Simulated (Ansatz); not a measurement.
Consider the ligand exchange at a B–O bond: `B[O][SnH2][BH]O` + `N[SiH2][TeH]` → `B[Te][SiH2]N` + `O[BH][SnH2][OH]`.

Computed with Ansatz on PBE0-D4/def2-TZVP structures; ΔE is electronic, products minus reactants. CBS: MP2 limit from def2 TZ/QZ plus the TZ coupled-cluster correction, frozen cores. DFT in def2-TZVPP. B3LYP here is the variant with VWN-RPA as its local correlation; programs differ in this. HSE06 is defined as in plane-wave codes. Elements past krypton have def2 core potentials. For Sn, Te outer-core shells are correlated without core-valence functions, which leaves a few kJ/mol of doubt a bond. One conformer a species, not always the lowest.

Question: Is it downhill or uphill in electronic energy at CCSD(T)/CBS, and by how much? (An estimate is asked.)

Answer: Computed: Uphill: ΔE = +86.8 kJ/mol.

Question: What do these levels give: BLYP-D4, r2SCANh-D4, ωB97M-V, BLYP, B3LYP, r2SCANh, HSE06, LC-ωPBE, MP2/def2-TZVPP, HF/def2-QZVPP, MP2/def2-QZVPP, MP2/CBS(def2)? (An estimate is asked.)

Answer: Ansatz gave: BLYP-D4 99.1, r2SCANh-D4 92.3, ωB97M-V 98.4, BLYP 100.3, B3LYP 100.6, r2SCANh 92.4, HSE06 88.7, LC-ωPBE 94.6, MP2/def2-TZVPP 85.0, HF/def2-QZVPP 104.3, MP2/def2-QZVPP 83.5, MP2/CBS(def2) 81.5 kJ/mol.

Largest T1 diagnostic among the species: 0.016.

At CCSD(T), def2-SVP lies +28.8 kJ/mol from the extrapolated value and def2-TZVPP +3.5 kJ/mol. Leaving LDA and LC-ωPBE aside and taking each functional with its dispersion term where it has one, the values, not all of them listed here, spread over 21.1 kJ/mol, from revPBE-D4 to CAM-B3LYP-D4. LDA lies +11.6 kJ/mol from PBE without D4.
